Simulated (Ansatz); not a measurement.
Job for Ansatz (an electronic-structure program): R-B3LYP-D3(BJ)/def2-TZVP on CH3ClO2 (a complex).

Ansatz 0.2 input:
```yaml
crystal:
  periodic: [false, false, false]
  atoms:
    - {symbol: Cl, position_ang: [-0.28292255, 0.32679168, -0.00501608]}
    - {symbol: H, position_ang: [0.57186069, 0.05024216, 0.96479788]}
    - {symbol: O, position_ang: [1.12847893, -0.20617865, 2.54806203]}
    - {symbol: C, position_ang: [0.23429694, -0.07406018, 3.34639144]}
    - {symbol: O, position_ang: [-1.00382650, 0.22141284, 3.07182284]}
    - {symbol: H, position_ang: [0.38189571, -0.19205500, 4.42933311]}
    - {symbol: H, position_ang: [-1.14374052, 0.33216675, 2.10254426]}
basis:
  gaussian:
    orbitals: def2-TZVP
hamiltonian:
  xc: b3lyp
  dispersion: d3bj
relax: {f_tol: 0.004, max_steps: 120}
scf: {lower_state_search: off}
```

Q: Give the final energy of this run.

A: -650.6998 hartree.

Q: How many basis functions does it have, and what does it roughly cost on one machine?

A: 148 functions; roughly 40 core-seconds.
